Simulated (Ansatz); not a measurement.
CH₇F₂NSi₂, SMILES F[Si@H](C[SiH2]F)N.

Geometry: PBE0-D3(BJ)/def2-SVP. The structure was generated by enumeration; whether it is a known compound was not checked. One conformer was computed; it need not be the lowest.

Two levels are set side by side: PBE/def2-SVPD (Ansatz, a quantum-chemistry and plane-wave program) and PBE0/def2-SVPD (Ansatz). Energy differences of separate SCF runs at the same geometry; the states with an electron removed or added have multiplicity 2 and 2. Differences are taken from unrounded values.

| quantity | PBE0 |
|---|---|
| vertical ionisation energy (eV) | 10.24 |
| vertical singlet–triplet gap (eV) | 6.74 |

Question: What does PBE give, and how far is it from PBE0? (The exact figures need the calculation; the answer reports its results.)

Answer: 
```json
[
 {"quantity": "vertical ionisation energy (eV)", "PBE": "9.79", "PBE minus PBE0": "-0.45"},
 {"quantity": "vertical singlet–triplet gap (eV)", "PBE": "6.45", "PBE minus PBE0": "-0.29"}
]
```
